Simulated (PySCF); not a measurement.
PySCF job for O2Se, SMILES O=[Se]=O, B3LYP/pcSseg-2. Geometry optimised at PBE0-D3(BJ)/def2-TZVP.

```python
import numpy as np
from pyscf import gto, scf, dft
from pyscf.prop.nmr import rks as nmr

mol = gto.M(
    atom='''
    O     0.00000000   -1.33956282   -0.59388802
    Se    0.00000000   -0.00000000    0.27947671
    O     0.00000000    1.33956283   -0.59388801
    ''',
    basis='pcSseg-2',
    charge=0,
    spin=0,
    max_memory=1600,
    verbose=3,
)
mf = dft.RKS(mol, xc='b3lyp')
mf.grids.level = 3
mf.conv_tol = 1e-10
mf.max_cycle = 100
mf.kernel()
n = nmr.NMR(mf)
n.verbose = 2
n.max_cycle_cphf = 60
sigma = n.kernel()
print('atom   isotropic/ppm   span/ppm')
for i, s in enumerate(sigma):
    w = np.linalg.eigvalsh((s + s.T) / 2)
    print(f'{mol.atom_symbol(i):2s}{i + 1:3d} {w.mean():14.3f} {w[2] - w[0]:11.3f}')
```

Log of the run:

```
converged SCF energy = -2552.08385931915
atom   isotropic/ppm   span/ppm
O   1       -619.910    1453.103
Se  2       -463.276    1625.056
O   3       -619.910    1453.103
```

Self-consistency was reached.
